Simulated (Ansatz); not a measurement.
Input and output for AsBFH₃, SMILES `FB[AsH2]`.

```yaml
crystal:
  periodic: [false, false, false]
  atoms:
    - {symbol: F, position_ang: [-1.860991, -0.268242, 0.256031]}
    - {symbol: B, position_ang: [-0.693083, -0.481899, -0.319535]}
    - {symbol: As, position_ang: [0.750095, 0.941733, -0.243930]}
    - {symbol: H, position_ang: [-0.563869, -1.486983, -0.961191]}
    - {symbol: H, position_ang: [1.865610, -0.055557, 0.003648]}
    - {symbol: H, position_ang: [0.544339, 1.286950, 1.218676]}
basis:
  gaussian: {orbitals: STO-3G}
magnetization: {spin_polarized: true, initial_magnetization: 2}
hamiltonian: {xc: {name: BLYP}, dispersion: d3bj}
output: {forces: true}
```

```sh
$ ansatz run in.yaml --threads 2 --pin off --events-out ev --progress --plain --max-ram 4352MiB
```

It prints (some lines left out):

```
Functional definition: BLYP
359 factors; integrals over basis functions are off by at most 6.3e-5 eV
mean field evaluation 1: about -63538.4480 eV, gradient 1.4e1 eV
mean field evaluation 2: about -63535.8368 eV, gradient 2.1e1 eV
mean field evaluation 4: about -63539.6998 eV, gradient 1.4e0 eV
mean field evaluation 8: about -63539.6820 eV, gradient 3.3e-1 eV
mean field evaluation 16: about -63539.6829 eV, gradient 3.2e-5 eV
mean field -63539.68292262 eV, -2335.0402786625 hartree, gradient 3.2e-5 eV, S^2 2.001284; 1 other end points of the search recorded, 0 dependent functions left out
reference -63539.68311176 eV, -2335.0402856131 hartree; 26, 24 occupied and 5, 7 virtual orbitals, 359 factors
Total energy: -63539.88860704 eV, -2335.0478374252 hartree
Atom 0 at    -1.860991    -0.268242     0.256031 Å, force    -3.146870     0.923179     1.534448 eV/Å
Atom 1 at    -0.693083    -0.481899    -0.319535 Å, force     2.583297    -1.104013    -1.477104 eV/Å
Atom 2 at     0.750095     0.941733    -0.243930 Å, force    -0.067579    -0.857518     0.359008 eV/Å
Atom 3 at    -0.563869    -1.486983    -0.961191 Å, force     0.467848     0.490275    -0.061810 eV/Å
Atom 4 at     1.865610    -0.055557     0.003648 Å, force    -0.097073     0.571109    -0.020215 eV/Å
Atom 5 at     0.544339     1.286950     1.218676 Å, force     0.260378    -0.023033    -0.334326 eV/Å
Dipole moment:     0.180225     0.237137     0.145298 e Å
```

Run time 0.7 s (2 threads of an Arm Neoverse V2 on a shared host); peak host memory 0.09 GiB.
